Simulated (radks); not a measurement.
Results of a calculation; reference values are marked as such.
Q: The mean radii <r> (bohr) of the occupied orbitals of an atom or ion are listed with their occupations. Level of theory: scalar-relativistic Kohn-Sham, PBE, spin-unpolarised, spherical densities, point nucleus (a radial shooting solver on a logarithmic mesh with Libxc functionals).

| orbital | occ. | <r> |
|---|---|---|
| 1s | 2 | 0.02232 |
| 2s | 2 | 0.09511 |
| 2p | 6 | 0.08389 |
| 3s | 2 | 0.2495 |
| 3p | 6 | 0.2480 |
| 3d | 10 | 0.2259 |
| 4s | 2 | 0.5660 |
| 4p | 6 | 0.5994 |
| 4d | 10 | 0.6541 |
| 5s | 2 | 1.381 |
| 5p | 6 | 1.630 |
| 6s | 2 | 4.266 |
| 4f | 7 | 0.9780 |

Name the element and its charge.

A: Z = 63, europium, charge 0: Eu in [Xe] 4f7 6s2. The 1s radius gives Z: for a bare nucleus <r> = (2 gamma + 1)/(2Z) with gamma = sqrt(1 - (Z/c)^2), 0.02203 bohr for Z = 63, and screening makes it slightly larger (0.02232 here). The occupations add up to 63, and the charge is Z minus that.
